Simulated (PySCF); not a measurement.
C3H7BFN, SMILES B(NC)(C=C)F. Coordinates come from a ωB97X-D3(BJ)/def2-SVP optimisation. The structure was generated by enumeration, and PubChem lists no compound with its InChIKey, so it may never have been made. One conformer was computed; it need not be the lowest.

Computed equilibrium geometry at ωB97X-D3(BJ)/def2-SVP (PySCF confirms it by a frequency run) as Cartesian coordinates in Å, and its point group (one conformer of several):
point group Cs.
```xyz
13

C      0.0428     2.6062     0.0000
C      0.7166     1.4488     0.0000
B     -0.0169     0.0618     0.0000
F     -1.3699     0.0379     0.0000
N      0.6719    -1.1605     0.0000
C      0.0755    -2.4821     0.0000
H     -1.0535     2.6174     0.0000
H      0.5440     3.5812     0.0000
H      1.8147     1.4885     0.0000
H      1.6847    -1.1434     0.0000
H      0.3648    -3.0627    -0.8931
H      0.3648    -3.0627     0.8931
H     -1.0183    -2.3826     0.0000
```
